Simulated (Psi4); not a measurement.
C₃H₉BFN, singlet, geometry from GFN2-xTB, atoms displaced at random by about 0.08 Å a coordinate; Psi4 1.11 with HF/STO-3G, gradient.

Here is a job for Psi4.
```
memory 2 GB

molecule mol {
0 1
  B     0.005424   -1.425809   -0.047144
  F     1.063111   -1.671116   -0.105663
  H    -0.924487   -2.421799   -0.213980
  N    -0.493971   -0.131741    0.171261
  C    -1.823879    0.307186    0.200339
  C     0.527320    0.961976    0.445065
  C     0.628220    1.748714   -0.953564
  H    -2.047139    0.865971   -0.619930
  H    -2.102804    0.780672    1.281078
  H    -2.621704   -0.579279    0.174760
  H     0.107077    1.624844    1.371960
  H     1.396366    0.312673    0.761952
  H    -0.075013    2.270357   -0.994575
  H     1.406013    2.541216   -0.470386
  H     0.941916    1.214697   -1.618481
symmetry c1
no_reorient
no_com
}

set basis sto-3g
set reference rhf

gradient('scf')
print_variables()
```

The log (banner, timings and long lists left out):

```
gradient() will perform analytic gradient computation.

   => Loading Basis Set <=

    Name: STO-3G
    Role: ORBITAL
    Keyword: BASIS

         ---------------------------------------------------------
                                   SCF
               by Justin Turney, Rob Parrish, Andy Simmonett
                          and Daniel G. A. Smith
                              RHF Reference
         ---------------------------------------------------------

  ==> Geometry <==

    Molecular point group: c1
    Full point group: C1

    Geometry (in Angstrom), charge = 0, multiplicity = 1:

       Center              X                  Y                   Z               Mass
    ------------   -----------------  -----------------  -----------------  -----------------
         B            0.005424000000    -1.425809000000    -0.047144000000    11.009305360000
         F            1.063111000000    -1.671116000000    -0.105663000000    18.998403162730
         H           -0.924487000000    -2.421799000000    -0.213980000000     1.007825032230
         N           -0.493971000000    -0.131741000000     0.171261000000    14.003074004430
         C           -1.823879000000     0.307186000000     0.200339000000    12.000000000000
         C            0.527320000000     0.961976000000     0.445065000000    12.000000000000
         C            0.628220000000     1.748714000000    -0.953564000000    12.000000000000
         H           -2.047139000000     0.865971000000    -0.619930000000     1.007825032230
         H           -2.102804000000     0.780672000000     1.281078000000     1.007825032230
         H           -2.621704000000    -0.579279000000     0.174760000000     1.007825032230
         H            0.107077000000     1.624844000000     1.371960000000     1.007825032230
         H            1.396366000000     0.312673000000     0.761952000000     1.007825032230
         H           -0.075013000000     2.270357000000    -0.994575000000     1.007825032230
         H            1.406013000000     2.541216000000    -0.470386000000     1.007825032230
         H            0.941916000000     1.214697000000    -1.618481000000     1.007825032230

  Running in c1 symmetry.

  Rotational constants: A =      0.14955  B =      0.09873  C =      0.06823 [cm^-1]
  Rotational constants: A =   4483.46773  B =   2959.70278  C =   2045.40931 [MHz]
  Nuclear repulsion =  246.275128305915104

  Charge       = 0
  Multiplicity = 1
  Electrons    = 48
[...]
  @DF-RHF Final Energy:  -293.43558673906381
    Total Energy =                       -293.4355867390638082
[...]
         H           -0.075013000000     2.270357000000    -0.994575000000     1.007825032230
         H            1.406013000000     2.541216000000    -0.470386000000     1.007825032230
         H            0.941916000000     1.214697000000    -1.618481000000     1.007825032230

  Nuclear repulsion =  246.275128305915104

  ==> Basis Set <==

  Basis Set: STO-3G
    Blend: STO-3G
    Number of shells: 27
    Number of basis functions: 39
    Number of Cartesian functions: 39
    Spherical Harmonics?: true
    Max angular momentum: 1

  ==> DFJKGrad: Density-Fitted SCF Gradients <==

    Gradient:                    1
    J tasked:                  Yes
    K tasked:                  Yes
    wK tasked:                  No
    Integrals threads:           1
    Schwarz Cutoff:          1E-12
    Fitting Condition:       1E-10

   => Auxiliary Basis Set <=

  Basis Set: (STO-3G AUX)
    Blend: DEF2-UNIVERSAL-JKFIT
    Number of shells: 204
    Number of basis functions: 616
    Number of Cartesian functions: 722
    Spherical Harmonics?: true
    Max angular momentum: 4

  -Total Gradient:
     Atom            X                  Y                   Z
    ------   -----------------  -----------------  -----------------
       1        0.540223812710    -0.029016301379    -0.009612668159
       2       -0.476473596651     0.108980676502     0.023369993237
       3       -0.057043838881    -0.064991891134    -0.010420832531
       4       -0.064931229532    -0.002832613143    -0.025180476356
       5        0.113315250635     0.078374292083    -0.132740812091
       6        0.066993702588     0.034057789119    -0.010300822085
       7       -0.263016374805    -0.034635184346    -0.353762243781
       8        0.022711953387    -0.062876403893     0.052130456201
       9       -0.019988781912     0.011401352022     0.078691920975
      10       -0.056771032040    -0.043204724518     0.004604494948
      11       -0.036894522646     0.037214660428     0.066503588081
      12        0.005295238984    -0.044314199072     0.012572265248
      13        0.275457324639    -0.172573422131     0.044518410157
      14        0.032198691324     0.047793210954     0.069574113146
      15       -0.081076597799     0.136622758508     0.190052613009

  Variable Map:
  ----------------------------------------------------------------------------
[...]
  Array Variable Map:
  ----------------------------------------------------------------------------
[...]
[...]
```
